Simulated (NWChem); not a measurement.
# ZrH3I; SMILES [ZrH3][I]

```xyz
5

Zr     0.0000     0.0000     1.3961
I      0.0000     0.0000    -1.2924
H      1.3069     1.1444     1.9990
H     -1.6445     0.5596     1.9990
H      0.3376    -1.7040     1.9990
```
Atoms are numbered in this order, from 1.

Geometry: optimised at PBE0/def2-SVP. def2 effective core potentials on Zr, I; no spin-orbit coupling.

### Question
List the 6 lowest vertical singlet excitations from B3LYP/def2-SVPD with def2 effective core potentials on Zr, I, full TDDFT (NWChem).

### Answer
| state | energy (eV) | oscillator strength | leading excitation (squared amplitude) |
|---|---|---|---|
| S1 | 3.90 | 0.000 | HOMO−2 → LUMO (0.31) |
| S2 | 4.01 | 0.001 | HOMO−3 → LUMO (0.26) |
| S3 | 4.01 | 0.001 | HOMO−3 → LUMO+1 (0.26) |
| S4 | 4.14 | 0.000 | HOMO → LUMO (0.31) |
| S5 | 4.21 | 0.000 | HOMO−2 → LUMO+1 (0.33) |
| S6 | 4.21 | 0.002 | HOMO → LUMO+1 (0.27) |
